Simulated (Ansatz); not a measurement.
Consider the ligand exchange at a B–C bond: `BC[CH2][ZnH]` + `[CH3][AlH][OH]` → `B[O][AlH][CH3]` + `C[CH2][ZnH]`.

Program: Ansatz. Geometries: PBE0-D4/def2-TZVP. ΔE: electronic, gas phase. CCSD(T)/CBS adds triple-zeta CCSD(T) − MP2 to the extrapolated MP2 energy (def2 sets, frozen cores). Functionals use def2-TZVPP. For Zn outer-core shells are correlated without core-valence functions, which leaves a few kJ/mol of doubt a bond. Scalar relativity is left out up to krypton. Each species was taken in one conformer, which may not be the lowest.

`BC[CH2][ZnH]`:

```xyz
11

B     1.246   -0.910   -0.381
C    -0.241   -0.611   -0.664
C    -1.043    0.189    0.364
Zn   -0.107    1.756    1.077
H     1.831   -1.793   -0.940
H     1.877   -0.188    0.351
H    -0.089   -0.004   -1.586
H    -0.784   -1.489   -1.035
H    -2.013    0.495   -0.044
H    -1.278   -0.455    1.219
H     0.603    3.009    1.639
```

`[CH3][AlH][OH]`:

Z-matrix (Å, degrees):
```
C
Al 1 1.941
H 1 1.092 2 111.9
H 1 1.095 2 111.0 3 120.7
H 1 1.095 2 111.2 3 -121.1
O 2 1.701 1 117.6 3 -3.3
H 2 1.589 1 124.2 3 176.8
H 6 0.956 2 122.5 1 -179.8
```

`B[O][AlH][CH3]`:

```xyz
10

B    -0.816   -1.958   -1.162
O    -0.489   -1.056   -0.240
Al   -0.074    0.090    0.932
C     0.803    1.727    0.376
H    -1.896   -1.902   -1.695
H    -0.029   -2.822   -1.458
H    -0.451   -0.286    2.419
H     0.981    1.760   -0.701
H     1.767    1.845    0.882
H     0.203    2.602    0.647
```

`C[CH2][ZnH]`:

```xyz
9

C     0.719    0.496    0.732
C    -0.538    0.315   -0.119
Zn   -0.606   -1.323   -1.184
H     0.844   -0.315    1.455
H     0.694    1.430    1.303
H     1.626    0.520    0.122
H    -0.652    1.163   -0.804
H    -1.429    0.335    0.520
H    -0.658   -2.620   -2.026
```

Q: Is it downhill or uphill in electronic energy at CCSD(T)/CBS, and by how much? (Best estimate.)

A: Ansatz gave: Downhill: ΔE = -33.6 kcal/mol.

Q: What do these levels give: PBE-D4, PBE0-D4, ωB97X-V, B2PLYP, PBE, PBE0, MP2/def2-TZVPP, CCSD/def2-TZVPP, CCSD(T)/def2-TZVPP, HF/def2-QZVPP, MP2/def2-QZVPP, SCS-MP2/def2-QZVPP? (Best estimate.)

A: Ansatz gave: PBE-D4 -32.8, PBE0-D4 -33.1, ωB97X-V -33.7, B2PLYP -35.6, PBE -33.3, PBE0 -33.5, MP2/def2-TZVPP -33.9, CCSD/def2-TZVPP -34.4, CCSD(T)/def2-TZVPP -34.0, HF/def2-QZVPP -38.3, MP2/def2-QZVPP -33.7, SCS-MP2/def2-QZVPP -34.7 kcal/mol.

Largest T1 diagnostic among the species: 0.014.

In def2-TZVPP, CCSD(T) changes the Hartree–Fock value by +4.1 kcal/mol (the triples alone add +0.4 kcal/mol) and MP2 by +4.2 kcal/mol. The D4 term adds +0.8 kcal/mol with B3LYP and +0.4 kcal/mol with PBE0; it sums over pairs of atoms, weighted by their polarisabilities, and B3LYP, whose exchange is more repulsive, gets the larger term.

B3LYP here is the variant with VWN-RPA as its local correlation; programs differ in this.
